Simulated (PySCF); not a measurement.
Species: C7H9N (charge +1 and doublet state).
Geometry (GFN2-xTB, Å), atoms numbered from 1 in this order:
```
atom  x, y, z in Å
N1     1.8024   -1.3675    1.8372
C2     1.4243   -1.0901    0.7989
C3     0.8759   -0.7139   -0.4892
C4     1.0642    0.7861   -0.7118
C5     0.0999    1.6084    0.0316
C6    -0.9564    1.0739    0.7034
C7    -1.3867   -0.3170    0.5352
C8    -0.6187   -1.0688   -0.5458
H9     1.4296   -1.2837   -1.2447
H10    2.0920    1.1007   -0.4887
H11    0.9428    1.0305   -1.7808
H12    0.2590    2.6789    0.0265
H13   -1.5137    1.6811    1.4055
H14   -1.2939   -0.7997    1.5237
H15   -2.4664   -0.3634    0.3420
H16   -0.7581   -2.1437   -0.4203
H17   -1.0032   -0.7998   -1.5324
```

The hyperfine couplings belong to this conformer and change with its torsions.

Identity: `N#C[C@@H]1C[CH+][CH]CC1` [radical] (charge +1).

Method: PySCF 2.14.0, UKS B3LYP, pcH-1 on C H N, non-relativistic, mean-field spin-orbit, GIAO. Geometry: GFN2-xTB, one conformer, isolated ion. Couplings are sensitive to structure, and on GFN2-xTB geometries they can be far from those on DFT ones, by a factor of two or more for some ions and for spin on atoms past the first row. The SCF solution wasn't tested for stability.

(1) Give the principal g shifts and their parts.

(2) At 93.794 GHz, how far is the centre of the isotropic spectrum from where a free electron (g = 2.002319) resonates?

(3) What effective moment and Curie constant follow for a powder?

(4) In a frozen sample, at which fields do the three g values resonate at 9.5, 34, 94 and 263 GHz (hyperfine left aside), and which band first spreads them over more than twice a line width of 0.5 mT?

Results:

(1) 
```csv
Δg (ppm),1,2,3
relativistic mass correction,-136,-136,-136
gauge correction,8,3,27
orbital Zeeman/spin–orbit,215,470,1136
total,88,337,1027
```

So g = 2.00241, 2.00266, 2.00335 and g_iso = 2.00280; the tensor is rhombic: the two nearest values differ by 27 % of g3 − g1. Axes: g3 points within 9° of the C5–C6 bond.

(2) B = hν/(g μB) with μB/h = 13.99624 MHz/mT gives 3346.80 mT for the free electron and 3345.99 mT at g_iso, 0.81 mT lower.

(3) With the mean of g² = 4.0112 and S(S+1) = 0.75: μ_eff = √(⟨g²⟩S(S+1)) = 1.734 μB and χT = 0.12505·⟨g²⟩·S(S+1) = 0.376 cm³ K/mol (cgs; spin-Hamiltonian part alone).

(4) 
```tsv
band	GHz	B(g3) mT	B(g2) mT	B(g1) mT	spread mT
X	9.5	338.81	338.93	338.97	0.16
Q	34.0	1212.58	1213.00	1213.15	0.57
W	94.0	3352.43	3353.59	3354.01	1.57
J	263.0	9379.68	9382.91	9384.08	4.40
```

The spread grows in proportion to the frequency. W band is the first where it exceeds 1.0 mT.

The Mulliken spin populations are largest on C5 (+0.45), C6 (+0.40) and H14 (+0.06).

The HOMO–LUMO gaps are 6.07 eV among the α and 2.00 eV among the β orbitals.

Time: 79 s wall (with the writing of density and orbital grids); peak memory 0.97 GiB. Hardware: Arm Neoverse V1, one thread, shared host with 64 logical CPUs at a one-minute load of 21.
